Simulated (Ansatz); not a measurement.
HNP (SMILES N#[PH+]), charge +1, singlet, geometry from GFN2-xTB; B3LYP-D3BJ/6-31G* (Ansatz, an electronic-structure program).

Ansatz was given this input:
Ansatz 0.2 input:
```yaml
crystal:
  periodic: [false, false, false]
  atoms:
    - {symbol: N, position_ang: [-0.00000000, -0.00000000, -1.07058933]}
    - {symbol: P, position_ang: [0.00000000, 0.00000000, 0.38043653]}
    - {symbol: H, position_ang: [0.00000000, 0.00000000, 1.78757733]}
basis:
  gaussian:
    orbitals: 6-31G*
hamiltonian:
  xc: b3lyp
  dispersion: d3bj
total_charge: 1
```

Task: What does Ansatz print? Leave out banner, timings and long lists.

Result: 
```
Functional definition: B3LYP
334 factors; integrals over basis functions are off by at most 1.1e-3 eV
mean field evaluation 1: about -10754.6641 eV, gradient 1.1e2 eV
mean field evaluation 2: about -10619.7479 eV, gradient 1.8e2 eV
mean field evaluation 4: about -10781.6371 eV, gradient 8.3e0 eV
mean field evaluation 8: about -10781.8443 eV, gradient 4.0e-2 eV
mean field evaluation 16: about -10781.8434 eV, gradient 1.1e-5 eV
mean field -10781.84344147 eV, -396.2254382780 hartree, gradient 1.1e-5 eV, S^2 0.000000; 0 other end points of the search recorded, 0 dependent functions left out
reference -10781.84359457 eV, -396.2254439043 hartree; 11, 11 occupied and 25, 25 virtual orbitals, 334 factors
Total energy: -10781.91176763 eV, -396.2279492182 hartree
```
